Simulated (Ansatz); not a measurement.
Molecule: AlCl, net charge 0, singlet state. SMILES: [Al][Cl]
Geometry: optimised at B3LYP-D3(BJ)/def2-TZVP (Ansatz, a first-principles code).

B3LYP/STO-3G beside other levels, property by property. Terms: frozen cores in correlated levels; no spin-orbit coupling; 6-31G* and kin with 6d, 5d where marked; atomisation electronic, to ground-state atoms; each state is the SCF solution reached for its charge and spin; non-relativistic; open shells spin-unrestricted. CBS(X,Y): correlation extrapolated as X^-3; Hartree-Fock from the larger set (for Q and 5 zeta extrapolated as (X+1)exp(-9√X)). First-principles rows: single points at B3LYP-D3(BJ) geometries (Ansatz), with unscaled harmonic terms from B3LYP/6-31G* at its own minima, enthalpies of formation by atomisation with measured atoms.

Coupled cluster (Ansatz) is a level with limits of its own, used here on species with T1 under 0.025 (0.045 for open shells) and stable references: (a) CCSD(T)/CBS(aug-cc-pV(T+d)Z,aug-cc-pV(Q+d)Z); (b) CCSD(T)/CBS(cc-pV(Q+d)Z,cc-pV(5+d)Z).

| property | B3LYP/STO-3G (Ansatz) | MP2/6-31G* (Ansatz) | PBE/def2-TZVPD (Ansatz) | wB97X-V/def2-TZVPD (Ansatz) | to compare with |
|---|---|---|---|---|---|
| atomisation energy (kcal/mol) | 182.5 | 113.7 | 121.1 | 121.0 | 122.5 coupled cluster (b) |
| vertical ionisation energy to the doublet (eV) | 6.77 | 8.98 | 9.22 | 9.36 | 9.41 coupled cluster (a) |
| enthalpy of formation at 298 K (kcal/mol) | -75.0 | -6.2 | -13.6 | -13.5 | -15.0 coupled cluster (b) |

As the rows show:
- atomisation energy: B3LYP/STO-3G lies 60.0 kcal/mol above coupled cluster.
- vertical ionisation energy to the doublet: B3LYP/STO-3G lies 2.64 eV below coupled cluster.
- enthalpy of formation at 298 K: B3LYP/STO-3G lies 60.0 kcal/mol below coupled cluster.

The properties are those with a value to compare with, at most eight drawn at random. No case is left out for the size of its miss. Left out are saddle points of the reference geometry, anions that the best level run finds unbound, excited spin states, species near biochemistry, cases with under five habitual levels, runs that failed or whose electronic state is in doubt, and table entries that another table contradicts.
